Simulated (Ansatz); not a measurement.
`C[SiH2]O` + `[AsH3]` → `O[SiH2][AsH2]` + CH₄ at 700 K and 1 bar (ligand exchange at the Si–C bond).

Calculated with Ansatz (gas phase, PBE0-D4/def2-TZVP geometries, no zero-point term in ΔE). CBS: MP2 limit from def2 TZ/QZ plus the TZ coupled-cluster correction, frozen cores. This one scheme is used for every species. For As outer-core shells are correlated without core-valence functions, which leaves a few kJ/mol of doubt a bond. Scalar relativity is left out up to krypton. Each species was taken in one conformer, which may not be the lowest.

```tsv
species	CCSD(T)/CBS energy (Eh)	H − E (kJ/mol)	S (J/(mol·K))
`C[SiH2]O`	-405.96945	239.4	390.4
`[AsH3]`	-2236.79077	87.1	262.7
`O[SiH2][AsH2]`	-2602.30953	187.8	422.7
CH₄	-40.46206	145.9	224.0
```

H − E and S are ideal-gas, rigid-rotor, harmonic terms from PBE0-D4/def2-TZVP, for one conformer and one mirror image of each species. 1 Eh = 2625.50 kJ/mol, R = 8.31446 J/(mol·K).

Problem. By hand: ΔE, ΔH, ΔS and ΔG.

Solution. ΔE = (-2602.30953) + (-40.46206) − (-405.96945) − (-2236.79077) = -0.01137 Eh = -29.9 kJ/mol. Δ(H − E) = 187.8 + 145.9 − 239.4 − 87.1 = 7.2, so ΔH = -22.7 kJ/mol. ΔS = 422.7 + 224.0 − 390.4 − 262.7 = -6.4 J/(mol·K). ΔG = -22.7 − 700 × (-6.4)/1000 = -18.2 kJ/mol.

Problem. By hand: the equilibrium constant, and the temperature at which ΔG would vanish if ΔH and ΔS stayed fixed.

Solution. log₁₀ K = −ΔG/(RT ln 10) = 1.4. ΔG = 0 at ΔH/ΔS = 3547 K, far beyond where these terms or the molecules hold.

The number of gas molecules stays the same, so ΔS is small and ΔH decides. A doubt of 5 kJ/mol in ΔE shifts log₁₀ K by 0.4 here. Other conformers and mirror images would add mixing entropy, several J/(mol·K) or more a flexible species. These are equilibria of isolated gas molecules and say nothing of rates. Largest T1 diagnostic: 0.011 (customary marks: 0.02 for closed shells, 0.045 for open ones).
